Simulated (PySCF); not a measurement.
```xyz
3
charge 0 multiplicity 7, angstrom
Sm   -0.0150    0.0000    0.0000
H     1.1289    0.0000    1.8020
H     1.1289    0.0000   -1.8020
```

All numbers come from UPBE0 in PySCF with Sm def2-TZVP with ECP28, H def2-TZVP; scalar-relativistic core potentials, no spin–orbit coupling; density-fitted integrals.

This geometry of SmH₂ is a stationary point at this level.

(1) What is the point group?

(2) Is it a minimum?

(3) Which band is strongest in the infrared?

(4) What are the dipole moment and the gap between the highest occupied and lowest empty levels of either spin?

(5) Give the ideal-gas entropy at 298.15 K and 1 bar by parts.

## Answers

(1) C2v.

(2) Yes: all harmonic wavenumbers are real.

(3) 1206 cm⁻¹, 916 km/mol.

(4) 6.28 D and 3.40 eV.

(5) translation 171.7, rotation 63.7, vibration 4.3, spin 16.2; total 255.9 J/(mol K).

The spin densities have lower symmetry than the nuclear frame, so modes carry no symmetry labels. Only a few start shapes were tried, so a lower isomer may exist. Other spin states or occupations of the open shell can lie lower. The pruned grid is coarse for the open f shell: energies are uncertain by about 2 kJ/mol and soft modes are noisy. Spin–orbit coupling, left out here, can matter for elements this heavy.
